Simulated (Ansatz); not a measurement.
`[OH][SnH2][SH]` + H₂Se → `[SH][SnH2][SeH]` + H₂O  (ligand exchange at the Sn–O bond)

Gas-phase electronic energies from Ansatz, PBE0-D4/def2-TZVP geometries. CCSD(T)/CBS is the MP2 limit (def2-TZVPP, def2-QZVPP) plus CCSD(T) − MP2 in def2-TZVPP, frozen cores. This one scheme is used for every species. DFT in def2-TZVPP. Elements past krypton have def2 core potentials. For Se, Sn outer-core shells are correlated without core-valence functions, which leaves a few kJ/mol of doubt a bond. Scalar relativity is left out up to krypton. Each species was taken in one conformer, which may not be the lowest.

`[OH][SnH2][SH]`:

Z-matrix (Å, degrees):
```
Sn
S 1 2.398
O 1 1.964 2 108.5
H 1 1.698 2 112.7 3 113.4
H 1 1.704 2 105.9 3 -118.3
H 2 1.344 1 93.3 3 -67.0
H 3 0.960 1 112.7 2 -46.3
```

H₂Se:

```xyz
3

Se   -0.416   -0.318    0.440
H     0.828    0.447    0.574
H    -0.412   -0.129   -1.014
```

`[SH][SnH2][SeH]`:

Z-matrix (Å, degrees):
```
Sn
Se 1 2.531
S 1 2.401 2 110.7
H 1 1.704 2 107.5 3 120.9
H 1 1.701 2 109.5 3 -114.8
H 2 1.469 1 91.2 3 -105.8
H 3 1.343 1 93.5 2 57.1
```

H₂O:

Cartesian coordinates in Å:
```
O 0.323 0.216 0.027
H -0.132 -0.058 -0.773
H -0.191 -0.158 0.746
```

| level | ΔE (kcal/mol) |
| --- | --- |
| revPBE-D4 | -13.6 |
| MP2/CBS(def2) | -15.9 |

**Question.** What does CCSD(T)/CBS give? (Best estimate.)

**Answer.** The calculation gave: -14.5 kcal/mol. The listed levels differ from it by 0.9, -1.4 kcal/mol.

**Question.** What do rigid-rotor, harmonic-oscillator terms from PBE0-D4/def2-TZVP frequencies (298.15 K, 1 bar) make of the CCSD(T)/CBS value? (Estimate.)

**Answer.** The calculation gave: ΔZPE = +1.6 kcal/mol, ΔH = -12.4 kcal/mol, ΔS = 9 J/(mol·K), ΔG = -13.0 kcal/mol. Modes under 50 cm⁻¹ make the entropy rough.

Largest T1 diagnostic among the species: 0.013.

The D4 term adds −1.3 kcal/mol with B3LYP and −0.7 kcal/mol with PBE0; it sums over pairs of atoms, weighted by their polarisabilities, and B3LYP, whose exchange is more repulsive, gets the larger term. From BLYP to BHLYP (50 % exact exchange), in def2-TZVPP and without D4, ΔE moves by −2.0 kcal/mol. At CCSD(T), def2-SVP lies +2.3 kcal/mol from the extrapolated value and def2-TZVPP +1.8 kcal/mol.

B3LYP here is the variant with VWN-RPA as its local correlation; programs differ in this.
